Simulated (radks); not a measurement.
Problem. Neutral zinc, [Ar] 3d10 4s2. All-electron calculation, non-relativistic Kohn-Sham, r2SCAN, spin-polarised, spherical densities, point nucleus; meta-GGA in the generalised Kohn-Sham scheme. Program: a radial shooting solver on a logarithmic mesh with Libxc functionals. Every spin shell is full or empty, so the densities are truly spherical. Functionals are evaluated on that one density, not self-consistently. Rank these orbital-free kinetic functionals by their error against the exact value of the orbitals, and give that value: Thomas-Fermi, von Weizsacker, TF + vW, TF + vW/5, LC94, APBEK, Perdew 92, Thakkar, Pearson, LKT, PG1, DePristo-Kress, Ernzerhof.

Solution. Exact: 1778.17 hartree. From best to worst, with 100 (|E| - |E exact|)/|E exact| (equal figures are ties): APBEK +0.01, LC94 -0.08, DePristo-Kress -0.17, Ernzerhof -0.46, Thakkar -0.53, Perdew 92 -0.83, Pearson -1.27, TF + vW/5 +3.54, Thomas-Fermi -6.33, PG1 +18.52, LKT +23.38, TF + vW +43.05, von Weizsacker -50.62.
